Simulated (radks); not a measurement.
The numbers below are computed, except where a source is named.
Q: Ionisation of Eu+, [Xe] 4f7 6s1, to Eu2+, [Xe] 4f7, under several functionals. Dirac Kohn-Sham, spin-unpolarised, spherical densities, finite nucleus; open shells fill j = l - 1/2 first; a radial shooting solver on a logarithmic mesh with Libxc functionals. The NIST Atomic Spectra Database gives 11.24 eV (semi-empirical). Rank these functionals by the error of their Delta-SCF ionisation energy: LDA (Slater exchange, VWN5 correlation); PBEsol; BLYP; B86b exchange with PBE correlation; HCTH/407; PBE; exchange-only PBE; SOGGA; AM05.

A: From best to worst: PBE 11.225 eV (-0.015); B86b exchange with PBE correlation 11.220 eV (-0.020); BLYP 11.348 eV (+0.108); PBEsol 11.122 eV (-0.118); AM05 11.088 eV (-0.152); HCTH/407 11.419 eV (+0.179); LDA (Slater exchange, VWN5 correlation) 11.425 eV (+0.185); SOGGA 11.031 eV (-0.209); exchange-only PBE 10.885 eV (-0.355). Spin polarisation and multiplet splitting are left out, so open shells lie too high by an amount that depends on their filling.

Beside tabulated values, note that spin-unpolarised runs miss the spin-polarisation part of the exchange energy of open shells.
